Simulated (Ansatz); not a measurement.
Molecule: sum formula H5SiN2O2 (charge 0, doublet). It need not be the lowest isomer of its formula. 
Geometry from a B3LYP-D3(BJ)/def2-TZVP (Ansatz, a program for electronic structure) optimisation:
```xyz
10

Si    -0.0124     0.0104    -0.0204
O     -0.5498    -1.2822    -0.8634
O      1.6321    -0.0821    -0.1247
N     -0.4912     1.5201    -0.7473
N     -0.6779    -0.1154     1.5413
H     -0.0045    -1.5820    -1.5951
H      2.1595     0.5015     0.4251
H     -0.4090     2.3471    -0.1529
H     -1.0615     0.6687     2.0394
H     -0.9867    -0.9981     1.9152
```
Charge 0, spin multiplicity 2.

Total electronic energies in hartree. Correlated levels leave the core frozen unless marked. UHF or UKS for open shells. Spin-orbit coupling is left out. No relativistic terms. CBS marks a two-point X^-3 extrapolation of the correlation energy; Hartree-Fock from the larger set. The bracket is a focal-point correction in the basis named.

```
level                                                                 program  energy (Eh)
-------------------------------------------------------------  --------------  -----------
HF/cc-pV(Q+d)Z                                                         Ansatz   -550.75307
PBE/def2-TZVPD                                                         Ansatz   -552.23943
BLYP-D3(BJ)/def2-TZVPD                                         Ansatz + dftd3   -552.63849
r2SCAN-D4/def2-TZVPD                                           Ansatz + dftd4   -552.53140
PBE0/STO-3G                                                            Ansatz   -545.12681
PBE0-D4/def2-TZVP                                              Ansatz + dftd4   -552.27551
HSE06-D3(BJ)/def2-TZVPD                                        Ansatz + dftd3   -552.25946
LC-wPBE-D3(BJ)/def2-TZVPD                                      Ansatz + dftd3   -552.44527
RPA@PBE/cc-pV(T+d)Z                                                    Ansatz   -552.21586
RPA@PBE/cc-pV(Q+d)Z                                                    Ansatz   -552.38083
RI-MP2/CBS(cc-pV(T+d)Z,cc-pV(Q+d)Z)                                    Ansatz    -551.8674
SCS-MP2/6-31G                                                          Ansatz   -550.84782
CCSD/cc-pVTZ                                                           Ansatz   -551.72658
RI-MP2/CBS(cc-pV(T+d)Z,cc-pV(Q+d)Z)+[CCSD(T)-MP2]/cc-pV(T+d)Z          Ansatz    -551.9320
CCSD(T)/CBS(cc-pV(T+d)Z,cc-pV(Q+d)Z)                                   Ansatz    -551.9251
```

Totals of different functionals don't rank their quality; only differences between species are comparable.
